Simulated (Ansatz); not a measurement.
`F[SiH2][SnH3]` + `BO` → `BO[SiH2]F` + `[SnH4]` at 700 K and 1 bar (cleavage of the Si–Sn bond).

Isolated molecules relaxed with PBE0-D4/def2-TZVP in Ansatz; ΔE leaves out vibrations. CCSD(T)/CBS adds triple-zeta CCSD(T) − MP2 to the extrapolated MP2 energy (def2 sets, frozen cores). This one scheme is used for every species. def2 core potentials past Kr. For Sn outer-core shells are correlated without core-valence functions, which leaves a few kJ/mol of doubt a bond. One conformer a species, not always the lowest.

```
        species  CCSD(T)/CBS energy (Eh)  H − E (kJ/mol)  S (J/(mol·K))
`F[SiH2][SnH3]`               -605.93962           172.3          439.4
           `BO`               -101.80414           126.4          277.4
    `BO[SiH2]F`               -491.38453           183.1          405.6
       `[SnH4]`               -216.39156           106.0          282.9
```

H − E and S are ideal-gas, rigid-rotor, harmonic terms from PBE0-D4/def2-TZVP, for one conformer and one mirror image of each species. 1 Eh = 2625.50 kJ/mol, R = 8.31446 J/(mol·K).

Problem. By hand: ΔE, ΔH, ΔS and ΔG.

Solution. ΔE = (-491.38453) + (-216.39156) − (-605.93962) − (-101.80414) = -0.03233 Eh = -84.9 kJ/mol. Δ(H − E) = 183.1 + 106.0 − 172.3 − 126.4 = -9.6, so ΔH = -94.5 kJ/mol. ΔS = 405.6 + 282.9 − 439.4 − 277.4 = -28.3 J/(mol·K). ΔG = -94.5 − 700 × (-28.3)/1000 = -74.7 kJ/mol.

Problem. By hand: the equilibrium constant, and the temperature at which ΔG would vanish if ΔH and ΔS stayed fixed.

Solution. log₁₀ K = −ΔG/(RT ln 10) = 5.6. ΔG = 0 at ΔH/ΔS = 3339 K, far beyond where these terms or the molecules hold.

ΔH outweighs TΔS. A doubt of 5 kJ/mol in ΔE shifts log₁₀ K by 0.4 here. Other conformers and mirror images would add mixing entropy, several J/(mol·K) or more a flexible species. Modes under 60 cm⁻¹, often nearly free rotors, make the harmonic entropy too high. These are equilibria of isolated gas molecules and say nothing of rates. Largest T1 diagnostic: 0.014 (customary marks: 0.02 for closed shells, 0.045 for open ones).
